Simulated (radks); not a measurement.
Spin polarisation of the 6p1 shell in Tl. Start: [Hg] 6p(up 0.5, down 0.5); electrons of 6p are moved from spin down to spin up, other shells keep equal spins. Method: scalar-relativistic Kohn-Sham, r2SCAN, spin-polarised, spherical densities, finite nucleus; meta-GGA in the generalised Kohn-Sham scheme; Fermi nuclear charge, rms radius of each element as measured or else 0.836 A^(1/3) + 0.57 fm; computed with a radial shooting solver on a logarithmic mesh with Libxc functionals.

[
 {"moment (Bohr magnetons)": "0", "E - E(0) (eV)": "0.000", "e(6p up) (eV)": "-2.272", "e(6p down) (eV)": "-2.272", "6s down minus up (eV)": "0.000"},
 {"moment (Bohr magnetons)": "0.25", "E - E(0) (eV)": "-0.015", "e(6p up) (eV)": "-2.388", "e(6p down) (eV)": "-2.142", "6s down minus up (eV)": "0.177"},
 {"moment (Bohr magnetons)": "0.5", "E - E(0) (eV)": "-0.062", "e(6p up) (eV)": "-2.492", "e(6p down) (eV)": "-1.994", "6s down minus up (eV)": "0.354"},
 {"moment (Bohr magnetons)": "0.75", "E - E(0) (eV)": "-0.140", "e(6p up) (eV)": "-2.585", "e(6p down) (eV)": "-1.816", "6s down minus up (eV)": "0.527"},
 {"moment (Bohr magnetons)": "1", "E - E(0) (eV)": "-0.258", "e(6p up) (eV)": "-2.672", "e(6p down) (eV)": "-1.444", "6s down minus up (eV)": "0.691"}
]

At moment 1 the spin-polarisation energy is -0.258 eV and the 6p exchange splitting 1.229 eV, that is 1.229 eV per Bohr magneton; E = -I m^2/4 would give I = 1.034 eV.
